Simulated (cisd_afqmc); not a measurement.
Input (AFQMC/CISD/def2-SVPD; cisd_afqmc is a phaseless AFQMC code with CISD trial states that reads the integrals written by Ansatz):

Ansatz 0.2 input:
```python
import cisd_afqmc

open("ham.yaml", "w").write("""\
crystal:
  periodic: [false, false, false]
  atoms:
    - {symbol: C, position_ang: [0.00000000, 0.00000000, 0.00000000]}
basis:
  gaussian:
    orbitals: def2-SVPD
magnetization: {spin_polarized: true, initial_magnetization: 2}
correlation: {method: ccsd, electrons: outside_noble_gas, hamiltonian_folder: ham}
scf: {lower_state_search: full}
""")
rep = cisd_afqmc.ansatz("ham.yaml")
e_ccsd = rep["correlation"]["coupled_cluster"]["energy"]["hartree"]
out = cisd_afqmc.run("ham", e_ccsd, trial="CISD", walkers=200, populations=8, threads=8, dt=0.005, steps=40, early=24, settle=10, least=32,
    cut=5e-5, rank_cut=2e-4, target=0.0004, seconds=1500, seed=1, memory=12960, gpu=False)
```

Output:

```
orbitals 19, occupied [3, 1], factors 95 of 111, rank of the doubles 42 of 66
E(HF) = -37.646258
E(CCSD) on the cut factors = -37.720660, shift to the whole factors -0.000001
Energy of the trial state on the determinant = -37.720630
  tau behind 7.2 of longer steps, mean of the populations' last blocks
   2.0  -37.72254
   4.0  -37.72198
   6.0  -37.72296
   8.0  -37.72197
blocks 323 (9 outliers left out), error by blocks joined: 1: 0.00003, 2: 0.00004, 4: 0.00005, 8: 0.00006, 16: 0.00007
E(AFQMC/CISD) = -37.72221 +/- 0.00007
```
